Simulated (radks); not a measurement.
Neutral platinum inside a hard spherical wall (all orbitals vanish at R), configuration held at [Xe] 4f14 5d9 6s1 and not refilled when levels cross. Calculated with a radial shooting solver on a logarithmic mesh with Libxc functionals: scalar-relativistic Kohn-Sham, PBE, spin-polarised, spherical densities, finite nucleus; open shells are filled with parallel spins first (spin-orbit coupling, left out, can overturn this in heavy ions); Fermi nuclear charge, rms radius 5.427 fm. Eigenvalues in eV for spin up, with the zero of energy where the potential of the charges vanishes at infinity; a dash marks a level that is unbound or too diffuse for the functional's potential to be trusted. A positive occupied level is held by the wall or, in an anion where self-interaction has pushed it up, behind a barrier. The pressure on the wall is -dE/dV.

| R (bohr) | E (hartree) | kinetic (hartree) | e(4f) | e(5p) | e(5d) | e(6s) | e(6p, empty) | e(7s, empty) | pressure (GPa) |
|---|---|---|---|---|---|---|---|---|---|
| free | -18409.6971 | 20521.258 | -70.077 | -56.242 | -6.511 | -6.082 | -1.090 | - | 0 |
| 12 | -18409.6971 | 20521.258 | -70.076 | -56.241 | -6.510 | -6.081 | -1.050 | 0.718 | 0.000161 |
| 10 | -18409.6970 | 20521.259 | -70.067 | -56.232 | -6.502 | -6.073 | -0.950 | 1.548 | 0.00329 |
| 8 | -18409.6956 | 20521.273 | -69.985 | -56.151 | -6.428 | -5.998 | -0.576 | 3.779 | 0.0709 |
| 7 | -18409.6916 | 20521.305 | -69.814 | -55.983 | -6.277 | -5.835 | -0.072 | 6.259 | 0.344 |
| 5 | -18409.6164 | 20521.752 | -68.022 | -54.286 | -4.760 | -3.968 | 3.619 | 20.454 | 10.6 |
| 3.5 | -18408.9365 | 20524.864 | -59.982 | -47.195 | 2.000 | 6.234 | 19.086 | 65.834 | 237 |
| 2.5 | -18405.0935 | 20540.257 | -37.900 | -29.179 | 22.594 | 45.399 | 70.916 | 187.67 | 3500 |
| 1.5 | -18356.0213 | 20713.720 | 68.157 | 78.334 | 157.87 | 345.00 | 410.94 | 843.72 | 168000 |
